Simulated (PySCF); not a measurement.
**Shieldings and the share of exact exchange**

Molecule: SMILES CC[SiH2]B(Cl)Cl, C2H7BCl2Si.

Molfile (atoms numbered from 1):
```
C2H7BCl2Si
     RDKit          3D

 13 12  0  0  0  0  0  0  0  0999 V2000
   -0.8313    0.5640   -1.0780 C   0  0  0  0  0  0  0  0  0  0  0  0
   -0.2363   -0.6593   -0.3873 C   0  0  0  0  0  0  0  0  0  0  0  0
    1.3331   -0.3079    0.6177 Si  0  0  0  0  0  4  0  0  0  0  0  0
    2.6944    0.5240   -0.6262 B   0  0  0  0  0  0  0  0  0  0  0  0
    3.7369   -0.4831   -1.6091 Cl  0  0  0  0  0  0  0  0  0  0  0  0
    2.7832    2.2593   -0.8506 Cl  0  0  0  0  0  0  0  0  0  0  0  0
   -1.7548    0.3116   -1.6225 H   0  0  0  0  0  0  0  0  0  0  0  0
   -1.0823    1.3566   -0.3553 H   0  0  0  0  0  0  0  0  0  0  0  0
   -0.1325    1.0043   -1.8069 H   0  0  0  0  0  0  0  0  0  0  0  0
   -0.9700   -1.1124    0.3015 H   0  0  0  0  0  0  0  0  0  0  0  0
    0.0118   -1.4435   -1.1230 H   0  0  0  0  0  0  0  0  0  0  0  0
    1.0229    0.6304    1.7431 H   0  0  0  0  0  0  0  0  0  0  0  0
    1.8646   -1.5861    1.1871 H   0  0  0  0  0  0  0  0  0  0  0  0
  1  2  1  0
  2  3  1  0
  3  4  1  0
  4  5  1  0
  4  6  1  0
  1  7  1  0
  1  8  1  0
  1  9  1  0
  2 10  1  0
  2 11  1  0
  3 12  1  0
  3 13  1  0
M  END
```

GIAO shieldings (ppm, equivalent atoms averaged) in PySCF 2.14 on the PBE0-D3(BJ)/def2-SVP geometry, basis pcSseg-1, gas phase, non-relativistic:

| functional | exact exchange (%) | σ(Si3) | σ(B4) | σ(Cl5/Cl6) |
| --- | --- | --- | --- | --- |
| BLYP | 0 | 381.6 | 12.2 | 499.0 |
| BP86 | 0 | 391.8 | 17.6 | 500.4 |
| PBE | 0 | 393.1 | 16.7 | 495.5 |
| B3LYP | 20 | 393.4 | 15.7 | 537.8 |
| PBE0 | 25 | 407.3 | 20.9 | 545.7 |
| BHandHLYP | 50 | 410.7 | 21.8 | 592.9 |
| HF | 100 | 441.2 | 36.1 | 676.9 |

(1) Fit each shielding as a line in the percentage of exact exchange.

(2) What does the line predict for mPW1PW91 (25 %), and what does the run give?

## Answers

(1) σ(Si3) = 388.4 + 0.52 x (rms 4.7 ppm); σ(B4) = 14.6 + 0.20 x (rms 2.4 ppm); σ(Cl5/Cl6) = 499.7 + 1.80 x (rms 2.4 ppm). The functionals also differ in their semilocal parts, which the line can't hold; Hartree–Fock has no correlation at all.

(2) σ(Si3): 401.4 predicted, 405.4 computed; σ(B4): 19.6 predicted, 20.9 computed; σ(Cl5/Cl6): 544.7 predicted, 547.6 computed ppm.
